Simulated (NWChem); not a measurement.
CH₅ClFNSi; SMILES NC[Si@H](F)Cl

```xyz
10

N     -0.3988     2.6292    -0.0398
C     -0.9175     1.2647    -0.2692
Si     0.2376    -0.0790     0.3633
F      1.6560     0.0790    -0.3930
Cl    -0.4888    -1.9834    -0.0206
H     -0.2604     2.8017     0.9546
H      0.5081     2.7452    -0.4886
H     -1.0963     1.1349    -1.3437
H     -1.9018     1.1779     0.2078
H      0.4998     0.0326     1.8178
```
Atoms are numbered in this order, from 1.

Level: B3LYP/6-31G* (spherical d) (NWChem), optimised geometry, unscaled harmonic frequencies. 

| frequency (cm⁻¹) | IR intensity (km/mol) |
|---|---|
| 72 | 1.1 |
| 114 | 3.6 |
| 216 | 10.7 |
| 252 | 40.9 |
| 298 | 0.6 |
| 332 | 31.1 |
| 544 | 101.0 |
| 677 | 10.9 |
| 740 | 138.6 |
| 829 | 155.6 |
| 855 | 33.0 |
| 888 | 192.6 |
| 939 | 164.6 |
| 1071 | 20.6 |
| 1102 | 15.3 |
| 1305 | 0.8 |
| 1392 | 0.2 |
| 1475 | 6.9 |
| 1700 | 27.1 |
| 2285 | 137.8 |
| 3052 | 11.0 |
| 3097 | 9.3 |
| 3473 | 0.7 |
| 3563 | 0.7 |

The zero-point energy comes out as 43.3 kcal/mol. The thermal correction to the enthalpy at 298.15 K (with zero-point energy) is 48.2 kcal/mol and the heat capacity Cv is 22.6 cal/(mol K). The entropy at 298.15 K and 1 atm (symmetry number 1) comes out as 83.2 cal/(mol K) and the dipole moment is 1.77 D.

Rigid rotor and harmonic oscillator; modes under 100 cm⁻¹ make the entropy uncertain.
